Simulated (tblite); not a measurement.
p-iodotoluene, C7H7I.
Structure used (GFN2-xTB), in Å, numbered top down from 1:
```xyz
15
C7H7I angstrom
C     -2.2741   -0.1828    0.0344
C     -0.7819   -0.0595    0.0234
C      0.0235   -1.1836    0.1606
C      1.4028   -1.0824    0.1344
C      1.9852    0.1599   -0.0341
I      4.0981    0.3279   -0.0728
C      1.2077    1.2940   -0.1760
C     -0.1705    1.1767   -0.1461
H     -2.5886   -1.0259    0.6445
H     -2.6408   -0.3458   -0.9794
H     -2.7363    0.7238    0.4169
H     -0.4326   -2.1544    0.2906
H      2.0141   -1.9651    0.2455
H      1.6670    2.2619   -0.3078
H     -0.7780    2.0634   -0.2560
```

Computed values, GFN2-xTB/tblite, gas phase, harmonic and unscaled. This tight-binding method is rough: wavenumbers can miss measured ones by several per cent, in bad cases by 10 to 20. The optimisation stopped once no atom felt more than 0.01 eV/Å.

Lowest wavenumbers of the output (negative numbers stand for imaginary wavenumbers):
```
mode    cm-1
  1     -43.5
  2      91.8
  3     187.9
  4     247.1
  5     279.8
  6     353.7
  7     371.4
  8     455.4
  9     574.6
 10     603.6
 11     649.3
 12     790.4
 13     814.7
 14     866.4
 15     911.5
```

Is this structure a minimum?

Not by this Hessian. 1 mode is imaginary beyond 20i (44i cm⁻¹), so at this level the point lies at or near a first-order saddle. The curvature is small, so loose convergence or finite differences may be the whole cause.

Which atoms move in the imaginary mode?

44i: H10 (methyl hydrogen) 36 %, H9 (methyl hydrogen) 30 %, H11 (methyl hydrogen) 30 %. These are shares of the mass-weighted motion.

What is the remedy?

Step along that mode in both directions, optimise again with tighter thresholds and repeat the frequencies. The zero-point energy of this point (71.9 kcal/mol) counts the 38 real modes alone, and thermal corrections from it aren't those of a minimum.
